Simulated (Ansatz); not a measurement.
Tosylate (C7H7O3S⁻) was relaxed with PBE-D4 (def2-SVP) in Ansatz in these states: charge -1 singlet, neutral doublet. The geometries follow in no particular order.

A:

Cartesian coordinates in Å:
```
C 0.652 1.551 2.482
C 0.316 0.781 1.227
C -0.833 -0.036 1.160
C -1.126 -0.784 0.010
C -0.277 -0.722 -1.107
S -0.708 -1.622 -2.645
O 0.623 -1.924 -3.271
O -1.466 -2.823 -2.160
O -1.537 -0.619 -3.392
C 0.873 0.080 -1.054
C 1.161 0.826 0.097
H 1.212 2.482 2.254
H -0.262 1.834 3.046
H 1.287 0.956 3.177
H -1.508 -0.085 2.032
H -2.006 -1.443 -0.048
H 1.535 0.089 -1.935
H 2.065 1.460 0.128
```

B:

Cartesian coordinates in Å:
```
C 1.247 2.382 -1.308
C 0.623 1.189 -0.637
C 1.416 0.265 0.080
C 0.850 -0.865 0.679
C -0.532 -1.075 0.561
S -1.277 -2.478 1.376
O -2.404 -2.964 0.488
O -0.207 -3.470 1.654
O -1.985 -1.968 2.619
C -1.351 -0.177 -0.146
C -0.766 0.946 -0.738
H 0.539 3.231 -1.376
H 2.156 2.723 -0.776
H 1.553 2.130 -2.347
H 2.500 0.438 0.169
H 1.466 -1.592 1.229
H -2.430 -0.369 -0.235
H -1.399 1.654 -1.294
```

Problem. Judge from the bond lengths which geometry belongs to which state (an estimate).

Solution. A is the charge -1 singlet (C5–S6 1.834 Å, S6–O9 1.501 Å, S6–O8 1.501 Å); B is the neutral doublet (C5–S6 1.785 Å, S6–O9 1.519 Å, S6–O8 1.486 Å).
